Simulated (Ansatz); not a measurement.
GeCl2⁻ was relaxed with PBE-D4 (def2-TZVPD) in Ansatz in these states: charge -1 doublet, charge -1 quartet. The geometries follow in no particular order.

A:

Cartesian coordinates in Å:
```
Ge 0.5095 -0.6274 -0.6076
Cl -1.8060 -0.3254 -0.3373
Cl 1.2965 0.9528 0.9449
```

B:

```
atom    x (Å)    y (Å)    z (Å)
 Ge1  -0.0038  -0.0022   0.0005
 Cl2   0.6231  -1.5209  -1.7266
 Cl3  -0.6193   1.5231   1.7261
```

Judge from the bond lengths which geometry belongs to which state (an estimate).

A is the charge -1 doublet (Ge1–Cl3 2.351 Å, Ge1–Cl2 2.351 Å); B is the charge -1 quartet (Ge1–Cl3 2.384 Å, Ge1–Cl2 2.384 Å).

At PBE-D4/def2-TZVPD the highest occupied level of the charge -1 doublet lies above zero (up to 1.15 eV). By energy differences its removal costs 1.62 eV (vertical, to the charge 0 singlet, at PBE-D4/def2-TZVPD); a positive level beside a positive removal energy at the same level points to self-interaction error. At PBE-D4/def2-TZVPD the highest occupied level of the charge -1 quartet lies above zero (up to 0.94 eV). It is a level of α spin, whose loss leaves a triplet; that state wasn't run at this geometry and level. The electron is either unbound and held by the finite basis, or the level is raised by self-interaction error. At PBE0-D4/def2-TZVPD a doublet lies 2.74 eV below the charge -1 quartet. These are the stationary points nearest to one start from a short search; other shapes may lie lower in each state.
